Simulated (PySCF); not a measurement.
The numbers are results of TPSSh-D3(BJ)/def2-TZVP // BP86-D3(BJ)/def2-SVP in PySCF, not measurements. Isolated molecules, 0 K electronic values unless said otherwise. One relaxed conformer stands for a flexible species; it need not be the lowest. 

Reference species: [Ti(F)4] (neutral, multiplicity 1).

mean distance from the central atom to its bonded neighbours: 1.744 Å
charge on the central atom (Mulliken): 1.66 e
LUMO: -3.73 eV

After one change: the mean distance from the central atom to its bonded neighbours rises by 0.046 Å; the charge on the central atom (Mulliken) decreases by 0.11 e; the LUMO rises by 1.57 eV.

Name the change that produced these shifts. The new species is one of these.
A) [Ti(OH)4]
B) [Ti(F)2(OH)2]
C) [Ti(F)(OH)3]
D) [Ti(F)3(OH)]

C, [Ti(F)(OH)3]
